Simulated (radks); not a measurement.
Q: Pt4+, configuration [Xe] 4f14 5d6. All-electron calculation, scalar-relativistic Kohn-Sham, r2SCAN, spin-polarised, spherical densities, finite nucleus; open shells are filled with parallel spins first (spin-orbit coupling, left out, can overturn this in heavy ions); meta-GGA in the generalised Kohn-Sham scheme; Fermi nuclear charge, rms radius 5.427 fm. Program: a radial shooting solver on a logarithmic mesh with Libxc functionals. Some entries of the table are withheld. Estimate them.

| orbital | occ. | eigenvalue (Ry) | r(max) (bohr) |
|---|---|---|---|
| 1s down | 1 | -5773.202 | 0.01062 |
| 1s up | 1 | -5773.200 | 0.01062 |
| 2s up | 1 | -1019.421 | 0.06120 |
| 2s down | 1 | -1019.385 | 0.06120 |
| 2p up | 3 | -883.9292 | 0.05059 |
| 2p down | 3 | -883.9006 | 0.05059 |
| 3s up | 1 | -243.1447 | 0.1724 |
| 3s down | 1 | -243.1401 | 0.1724 |
| 3p up | 3 | -203.5100 | 0.1716 |
| 3p down | 3 | -203.5024 | 0.1716 |
| 3d up | 5 | -160.4170 | 0.1400 |
| 3d down | 5 | -160.3951 | 0.1400 |
| 4s up | 1 | -55.69368 | 0.3898 |
| 4s down | 1 | -55.66443 | 0.3899 |
| 4p up | 3 | -42.63609 | 0.4098 |
| 4p down | 3 | -42.61094 | 0.4099 |
| 4d up | 5 | -26.69000 | 0.4181 |
| 4d down | 5 | -26.65967 | 0.4182 |
| 5s up | 1 | -11.46360 | 0.8709 |
| 5s down | 1 | -11.25580 | 0.8666 |
| 4f up | 7 | -9.00707 | (1) |
| 4f down | 7 | -8.96073 | (2) |
| 5p up | 3 | -8.02515 | (3) |
| 5p down | 3 | -7.76191 | (4) |
| 5d up | 5 | -4.01262 | 1.207 |
| 5d down | 1 | -3.70344 | 1.195 |

A: 
(1) 4f up r(max) (bohr): 0.3861
(2) 4f down r(max) (bohr): 0.3860
(3) 5p up r(max) (bohr): 0.9762
(4) 5p down r(max) (bohr): 0.9693
